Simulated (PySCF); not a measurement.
Telling isomers of C₄H₁₁NO₂Si₂ apart by NMR

[PySCF 2.14.0 with density-fitted response routines: geometry: GFN2-xTB; PBE0/pcSseg-1 with gauge-including orbitals; one computed conformer; averaged over atoms made equivalent by symmetry, fast rotation or ring inversion; isolated molecule; non-relativistic Hamiltonian]

Chemical shifts δ = σref − σ; $^{1}$H (31.72 ppm) and $^{13}$C (186.93 ppm) against TMS, all at this level. Where no couplings were computed, multiplicities follow the n + 1 count of equivalent neighbours, and m marks all less simple cases (inequivalent or close neighbours, rings, F or P nearby). Acid and N–H amide carbonyl carbons lie up to 10 ppm further downfield in solution (hydrogen bonding). Shifts are as computed. Against solution values, carbons near 30 ppm lie about +3 ppm off and those near 130 ppm about +5 ppm. Of 1211 compounds with measured shifts, 218 miss one by over three times the rms of a fit or turn the order of signals round; such compounds aren't used in these exercises. OH and NH positions are gas-phase values without hydrogen bonding to other molecules.

(1) Tabulate the signals of `CC(C)O[Si@@H](C#N)O[SiH3]`, `C=C[Si@@H](OC)[SiH2]C(N)=O` and their relative energies.

(2) What is the quickest way to tell CC(C)O[Si@@H](C#N)O[SiH3] from C=C[Si@@H](OC)[SiH2]C(N)=O?

Answers

(1) 
| SMILES | carbon types | δC | δH | E rel. (kcal/mol) |
| --- | --- | --- | --- | --- |
| CC(C)O[Si@@H](C#N)O[SiH3] | 1×C 1×CH 2×CH3 | 127.9, 68.2, 27.8, 26.6 | 5.22 (s, 3H), 4.68 (s, 1H), 4.28 (m, 1H), 1.57 (d, 3H), 1.33 (d, 3H) | 0.0 |
| C=C[Si@@H](OC)[SiH2]C(N)=O | 1×C 1×CH 1×CH2 1×CH3 | 185.7, 144.4, 141.5, 53.5 | 6.56 (m, 1H), 6.55 (m, 1H), 6.19 (m, 1H), 5.65 (m, 1H), 5.17 (br s, 2H), 4.44 (m, 1H), 4.32 (m, 1H), 3.72 (s, 3H) | 57.5 |

Energies are electronic energies at PBE0/pcSseg-1 on these geometries, without zero-point or thermal terms, each for the one conformer computed, which needn't be the lowest.

(2) Both give the same number of carbon signals, but DEPT or the intensities differ. The first has an sp3 CH bonded to O at 68.2 ppm, the second an alkene CH at 144.4 ppm. Their most deshielded carbons lie at 127.9 and 185.7 ppm. In the proton spectra the most deshielded non-exchanging signals are 5.22 (s, 3H) and 6.56 (m, 1H).
